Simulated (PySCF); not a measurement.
Si(I)(OH) (HIOSi), SMILES [Si](O)I (connectivity only; charge and spin as stated), neutral, multiplicity 1. Atoms are numbered in the order given.

```xyz
4

Si     0.6884    -1.5799     0.0000
I     -0.0469     0.8276     0.0000
O     -0.7944    -2.3086     0.0000
H     -0.7978    -3.2734     0.0000
```

Geometry: B3LYP-D3(BJ)/def2-TZVP. The def2 effective core potentials stand for the cores of I; spin–orbit coupling is left out. One conformer was computed; it need not be the lowest.

The numbers are results of PySCF with B3LYP-D3(BJ)/def2-TZVP, not measurements.

Frequencies are harmonic and unscaled.

Computed vibrational spectrum:
```
mode  ν (cm⁻¹)  IR (km/mol)  Raman (Å⁴/amu)  depolarisation  moving atoms (share of kinetic energy)
----  --------  -----------  --------------  --------------  --------------------------------------
1          192          2.1             6.2            0.39                 O 63 %, I 17 %, Si 13 %
2          338         87.8            15.7            0.25                         Si 79 %, I 12 %
3          453        105.8             5.0            0.75                                  H 92 %
4          778        205.6             0.3            0.73                          H 76 %, O 19 %
5          860         87.4             8.8            0.55                 O 51 %, Si 36 %, H 13 %
6         3807        139.8           171.8            0.27                                  H 94 %
```
